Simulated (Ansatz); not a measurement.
C3H9In (SMILES [CH3][In]([CH3])[CH3]), singlet, at a GFN2-xTB geometry (such geometries of metal compounds can be far from the true shape) (core potentials on In); SVWN5/def2-SVP in Ansatz (a program for electronic structure).

The Ansatz input:
Ansatz 0.2 input:
```yaml
crystal:
  periodic: [false, false, false]
  atoms:
    - {symbol: In, position_ang: [-0.00027071, 0.00058834, -0.00069908]}
    - {symbol: C, position_ang: [-1.54741402, -1.60362658, -0.25516667]}
    - {symbol: H, position_ang: [-1.47645898, -2.03150186, -1.25510468]}
    - {symbol: H, position_ang: [-2.54532539, -1.18425536, -0.13021367]}
    - {symbol: H, position_ang: [-1.39904443, -2.39480853, 0.47847392]}
    - {symbol: C, position_ang: [-0.16211960, 1.91699700, -1.15548571]}
    - {symbol: H, position_ang: [0.80256149, 2.17280153, -1.59247574]}
    - {symbol: H, position_ang: [-0.46352417, 2.72452625, -0.48838330]}
    - {symbol: H, position_ang: [-0.90066120, 1.82322629, -1.95032013]}
    - {symbol: C, position_ang: [1.71103614, -0.31596421, 1.41393740]}
    - {symbol: H, position_ang: [2.33646867, 0.57422770, 1.46297261]}
    - {symbol: H, position_ang: [2.31750483, -1.15712290, 1.07865522]}
    - {symbol: H, position_ang: [1.33272866, -0.54035921, 2.41094086]}
basis:
  gaussian:
    orbitals: def2-SVP
hamiltonian:
  xc: {name: SVWN5}
```

Output, abridged:

```
Functional definition: SVWN5
1312 factors; their error is unknown
mean field evaluation 1: about -8363.9832 eV, gradient 9.8e1 eV
mean field evaluation 2: about -8324.2639 eV, gradient 1.4e2 eV
mean field evaluation 4: about -8388.3548 eV, gradient 5.7e0 eV
mean field evaluation 8: about -8388.4386 eV, gradient 7.2e-2 eV
mean field evaluation 16: about -8388.4064 eV, gradient 6.2e-5 eV
mean field -8388.40637630 eV, -308.2682484630 hartree, gradient 6.2e-5 eV, S^2 0.000000; 0 other end points of the search recorded, 0 dependent functions left out
reference -8388.40642101 eV, -308.2682501059 hartree; 24, 24 occupied and 89, 89 virtual orbitals, 1312 factors
Total energy: -8388.40642101 eV, -308.2682501059 hartree
```
